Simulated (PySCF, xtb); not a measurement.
C2H7BO3, SMILES C[C@H](O)B(O)O.

Geometry: PBE0-D3(BJ)/def2-SVP. The structure was generated by enumeration; whether it is a known compound was not checked. One conformer was computed; it need not be the lowest.

Method: PySCF with IEF-PCM-ωB97X/def2-SVP.

The values are the electrostatic part of the solvation free energy, E(continuum) − E(gas) at the gas-phase geometry, in a cavity of scaled van der Waals radii (PySCF's table); cavitation and dispersion terms are not included. In vacuum the orbital gap is 13.89 eV. The dipole moment in vacuum is 1.33 D.

```csv
solvent,ε,ΔG(elec) (kcal/mol),dipole (D),gap (eV)
water,78.36,-7.1,1.67,13.97
chlorobenzene,5.70,-5.4,1.58,13.96
2-propanol,19.26,___,___,___
```

### Question
What belongs in the gaps? (The exact figures need the calculation; the answer reports its results.)

### Answer

- 2-propanol, ΔG(elec) (kcal/mol): -6.7
- 2-propanol, dipole (D): 1.65
- 2-propanol, gap (eV): 13.97

For comparison, GFN2-xTB/ALPB(water) (xtb, at the GFN2-xTB geometry, all terms of that model) gives -10.3 kcal/mol.
